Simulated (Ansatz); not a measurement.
C2HN, SMILES `[C-]#[N+][CH]` (excited singlet) (charge 0, multiplicity 1). This singlet is an excited state, 0.12 eV above the relaxed triplet at the level B3LYP/cc-pVTZ // PBE0-D3(BJ)/def2-TZVP (Ansatz, a program for electronic structure).

Calculation: B3LYP/cc-pVTZ // PBE0-D3(BJ)/def2-TZVP (Ansatz).

Ansatz 0.2 input:
```yaml
crystal:
  periodic: [false, false, false]
  atoms:
    - { symbol: C, position_ang: [1.658523, -0.133123, -0.155046] }
    - { symbol: N, position_ang: [0.487383, 0.068818, -0.018043] }
    - { symbol: C, position_ang: [-0.740819, 0.466071, 0.173488] }
    - { symbol: H, position_ang: [-1.405087, -0.401764, -0.000398] }
basis:
  gaussian: { orbitals: cc-pVTZ }
hamiltonian:
  xc: b3lyp
```

Output:

```
Functional definition: B3LYP
563 factors; their error is unknown
mean field evaluation 1: about -3573.7286 eV, gradient 3.7e1 eV
mean field evaluation 2: about -3571.5534 eV, gradient 4.9e1 eV
mean field evaluation 4: about -3576.2639 eV, gradient 3.3e0 eV
mean field evaluation 8: about -3576.2965 eV, gradient 1.3e-1 eV
mean field -3576.29206389 eV, -131.4263092502 hartree, gradient 8.9e-5 eV, S^2 0.000000; 0 other end points of the search recorded, 0 dependent functions left out
reference -3576.29225879 eV, -131.4263164127 hartree; 10, 10 occupied and 94, 94 virtual orbitals, 563 factors
Total energy: -3576.29225879 eV, -131.4263164127 hartree
```
